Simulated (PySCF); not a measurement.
# Correlation energy of Hf(4+) (hafnium, charge +4)

Starting occupation: [Xe] 4f14. All numbers are calculated (PySCF 2.14, X2C-1e with screened-nucleus spin-orbit coupling, Gaussian nucleus, in x2c-TZVPPall-2c with one added diffuse shell each of s, p, d, f type (12s12p11d4f1g, 140 functions)). Frozen: [Kr] 4d10; 22 electrons correlated; the 34 highest virtual spinors left out.

MP2 pair energies summed by pair of shells (mhartree):

| pair | energy | share (%) |
| --- | --- | --- |
| 5p3/2-5p3/2 | -53.17 | 17.8 |
| 5p1/2-5p3/2 | -48.60 | 16.3 |
| 4f5/2-4f7/2 | -30.97 | 10.4 |
| 4f7/2-5p3/2 | -26.49 | 8.9 |
| 4f7/2-4f7/2 | -24.13 | 8.1 |
| 4f5/2-5p3/2 | -23.77 | 8.0 |
| 4f7/2-5p1/2 | -16.29 | 5.5 |
| 5p3/2-5s1/2 | -14.01 | 4.7 |
| 4f5/2-4f5/2 | -13.46 | 4.5 |
| 5p1/2-5p1/2 | -12.50 | 4.2 |
| 4f7/2-5s1/2 | -8.53 | 2.9 |
| 4f5/2-5p1/2 | -8.16 | 2.7 |
| 5p1/2-5s1/2 | -6.53 | 2.2 |
| 4f5/2-5s1/2 | -6.24 | 2.1 |
| 5s1/2-5s1/2 | -5.39 | 1.8 |

Total MP2 correlation energy: -298.24 mhartree.

The virtual space was cut to 108 spinors, which keep -296.76 of the -298.24 mhartree of MP2 correlation.

| level | correlation energy (mhartree) |
| --- | --- |
| CCSD | -302.08 |

Diagnostics: T1 = 0.0062, largest double amplitude 0.034.

Cost of the coupled-cluster step: 280 s of wall time on 4 threads of Neoverse-V2 (shared host), for 22 occupied and 108 virtual spinors.

Iterations:

```
Init t2, MP2 energy = -0.296761164658728
CCSD nocc = 22, nmo = 130
Init t2, MP2 energy = -0.296761164658728
Init E_corr(GCCSD) = -0.296761164658728
cycle = 1  E_corr(GCCSD) = -0.293609481141697  dE = 0.00315168352  norm(t1,t2) = 0.0520909
cycle = 2  E_corr(GCCSD) = -0.302675359061892  dE = -0.00906587792  norm(t1,t2) = 0.0135922
cycle = 3  E_corr(GCCSD) = -0.301635586596107  dE = 0.00103977247  norm(t1,t2) = 0.00529231
cycle = 4  E_corr(GCCSD) = -0.302085005184953  dE = -0.000449418589  norm(t1,t2) = 0.000956893
cycle = 5  E_corr(GCCSD) = -0.302080256239243  dE = 4.74894571e-06  norm(t1,t2) = 7.73291e-05
cycle = 6  E_corr(GCCSD) = -0.302079646501016  dE = 6.09738228e-07  norm(t1,t2) = 7.23861e-06
cycle = 7  E_corr(GCCSD) = -0.302079854734217  dE = -2.08233201e-07  norm(t1,t2) = 1.46109e-06
cycle = 8  E_corr(GCCSD) = -0.302079894933007  dE = -4.01987898e-08  norm(t1,t2) = 2.6671e-07
cycle = 9  E_corr(GCCSD) = -0.302079890788088  dE = 4.1449183e-09  norm(t1,t2) = 5.41302e-08
GCCSD converged
E(GCCSD) = -15080.40059244342  E_corr = -0.3020798907880884
```

This basis was not built for core-valence correlation, so the inner-shell part is incomplete.
